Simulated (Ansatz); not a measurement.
**Two structures, one formula**

Two relaxed structures of LiGeH$_{3}$, singlet (PBE0-D4/def2-TZVP; forces vanish, vibrations not checked).

A:

```tsv
atom	x (Å)	y (Å)	z (Å)
Li1	0.5339	0.5666	-1.0635
Ge2	-0.4391	-0.4659	0.8746
H3	-1.1976	-0.0012	-0.5219
H4	0.3644	0.9789	0.7845
H5	0.7547	-1.0610	-0.1063
```

B:

```xyz
5
angstrom
Li -1.7943 -1.0098 1.7747
Ge -0.1343 -0.1354 0.3938
H -0.0089 -0.5157 2.0141
H 0.4578 1.2994 0.5567
H 1.1460 -0.9271 -0.0192
```

Computed with Ansatz 0.2.0 (basis: def2-TZVPP); correlated methods freeze the cores. Filled d shells of the heavier atoms are correlated. The outer core shell of Li, Na, Mg and K is correlated. The def2 sets are not built for correlating such inner shells, so the correlated values are less sure here. B3LYP uses VWN-RPA correlation.

Task: Which structure is lower at CCSD(T), and by how much? (To be estimated.)

Result: The calculation gives: A, by 0.409 eV (electronic energy, against the other). By their contacts, A is LiGeH₃ ([H]1[Li]23[H][Ge]12[H]3) and B is LiGeH₃ ([H]1[Li][GeH2]1).

All methods give the same order:

| method | E(B) − E(A) (eV) |
| --- | --- |
| PBE-D4 | 0.507 |
| r2SCAN-D4 | 0.442 |
| PBE0-D4 | 0.456 |
| B3LYP-D4 | 0.496 |
| wB97M-V | 0.475 |
| HF | 0.347 |
| MP2 | 0.393 |
| CCSD | 0.397 |
| CCSD(T) | 0.409 |

The T1 diagnostic stays at or below 0.013.

Labels in which every atom is bracketed show which atoms are joined, not bond orders.

For scale, one of the runs: CCSD(T)/def2-TZVPP, 109 basis functions, launched by `ansatz run in.yaml --threads 2 --pin off --events-out ev --progress --plain --max-ram 4352MiB`. The run took about 16 s on 2 CPU threads of an AMD EPYC 7571 (shared host).
